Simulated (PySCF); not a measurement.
Rows and methods have been separated. Pair them.

Compound: C2H5ClO2Si.
SMILES: `CC(=O)O[SiH2]Cl`

The closed-shell ground state was solved 7 times with PySCF (density fitting, gas phase), always in the pcSseg-2 basis (300 functions), with these functionals: B3LYP, B97-D, BHandHLYP, HF, LC-wPBE, mPW1PW91 and wB97X-D. Isolated species at its PBE0-D3(BJ)/def2-SVP geometry (one conformer only).

| row | total energy (Eh) | HOMO (eV) | LUMO (eV) | dipole (D) |
| --- | --- | --- | --- | --- |
| P | -979.5242 | -10.43 | 1.55 | 1.71 |
| Q | -979.4709 | -6.89 | -1.38 | 1.68 |
| R | -979.5762 | -8.55 | -0.35 | 1.70 |
| S | -979.4811 | -10.11 | 0.71 | 1.75 |
| T | -979.6479 | -8.26 | -0.62 | 1.68 |
| U | -979.2530 | -11.33 | 2.00 | 1.71 |
| V | -977.0449 | -12.42 | 2.41 | 1.88 |

Problem. Which functional belongs to which row?

Solution. P = wB97X-D, Q = B97-D, R = mPW1PW91, S = BHandHLYP, T = B3LYP, U = LC-wPBE, V = HF. By rising HOMO–LUMO gap: B97-D (GGA) 5.51 eV; B3LYP (global hybrid, 20 % exact exchange) 7.64 eV; mPW1PW91 (global hybrid, 25 % exact exchange) 8.20 eV; BHandHLYP (global hybrid, 50 % exact exchange) 10.82 eV; wB97X-D (range-separated hybrid) 11.98 eV; LC-wPBE (range-separated hybrid) 13.33 eV; HF (all exact exchange) 14.83 eV. Total energies of different functionals aren't bounds to one another; each is stationary for its own functional.

The values belong to the conformer `[CH3:1][C:2](=[O:3])[O:4][SiH2:5][Cl:6]`: C1–C2–O4–Si5 180°, C2–O4–Si5–Cl6 180°.

Note: B97-D and wB97X-D ran without an empirical dispersion term, which enters the total energy and its gradient alone.
